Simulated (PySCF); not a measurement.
## Exercise with solution: oscillator strength and radiative lifetime

C5H14Cl2GeSi, SMILES [CH3][Ge]([CH3])([CH3])[CH2]C[SiH](Cl)Cl.

Geometry optimised at PBE0-D3(BJ)/def2-SVP. This is a generated structure with no PubChem entry under its InChIKey; it may be hypothetical. One conformer was computed; it need not be the lowest.

TDA-M06-2X/def2-SVP run with PySCF 2.14.0 puts the first singlet state with f over 0.02 at 7.50 eV (vertical), with the transition dipole (-0.643, -0.020, -0.185) in atomic units.

Question: Find the oscillator strength, the wavelength and the radiative lifetime that this transition would have in vacuum if emission retraced absorption.

Answer: 
|μ|² = 0.4481 au, so |μ| = 1.70 D. ΔE = 7.50/27.211 = 0.2756 hartree. f = (2/3) ΔE |μ|² = 0.082 (the program prints 0.082).
λ = 1239.84/7.50 = 165 nm; ν = 60492 cm⁻¹.
Einstein's coefficient A = 0.6670 ν² f s⁻¹ (ν in cm⁻¹) = 2.0e8 s⁻¹, so τ = 1/A = 5.0 ns. This state is S1. The figure is the radiative limit of this one transition; relaxation, internal conversion, crossing to triplets and a medium change what is measured.
